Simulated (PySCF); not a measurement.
C6H5F, SMILES C#CC(=C)/C=C\F.

Geometry optimised at PBE0-D3(BJ)/def2-SVP. The structure was generated by enumeration; whether it is a known compound was not checked. One conformer was computed; it need not be the lowest.

These are TDDFT-PBE/def2-SVPD in PySCF values and carry that method's errors.

Vertical excitations. The molecule is in vacuum. State labels are in the subgroup Cs.

### Question
Give excitation energies, oscillator strengths and character. (An estimate is asked for; the answer gives what the named calculation found.)

### Answer

| state | symmetry | energy (eV) | λ (nm) | f | main pairs |
|---|---|---|---|---|---|
| S1 | A" | 4.49 | 276 | 0.000 | HOMO−1→LUMO 100 % |
| S2 | A' | 4.71 | 263 | 0.243 | HOMO→LUMO 90 % |
| S3 | A' | 4.77 | 260 | 0.028 | HOMO−2→LUMO 77 %, HOMO→LUMO+1 21 % |
| S4 | A" | 5.72 | 217 | 0.000 | HOMO→LUMO+2 100 % |
| S5 | A" | 5.85 | 212 | 0.002 | HOMO→LUMO+3 100 % |
| S6 | A' | 5.88 | 211 | 0.185 | HOMO→LUMO+1 67 %, HOMO−2→LUMO 15 % |
| S7 | A" | 6.25 | 199 | 0.000 | HOMO−1→LUMO+1 99 % |
| S8 | A" | 6.50 | 191 | 0.002 | HOMO→LUMO+4 99 % |
| S9 | A" | 6.62 | 187 | 0.016 | HOMO→LUMO+5 100 % |
| S10 | A" | 6.68 | 185 | 0.000 | HOMO−3→LUMO 97 % |
| T1 | A' | 2.78 | 446 | 0 | HOMO→LUMO 98 % |
| T2 | A' | 4.11 | 302 | 0 | HOMO−2→LUMO 82 %, HOMO→LUMO+1 15 % |
| T3 | A" | 4.32 | 287 | 0 | HOMO−1→LUMO 98 % |
| T4 | A' | 4.91 | 253 | 0 | HOMO→LUMO+1 81 %, HOMO−2→LUMO 16 % |
Triplets are in the Tamm–Dancoff approximation, which puts them higher than full response would, so one can lie above its singlet here.
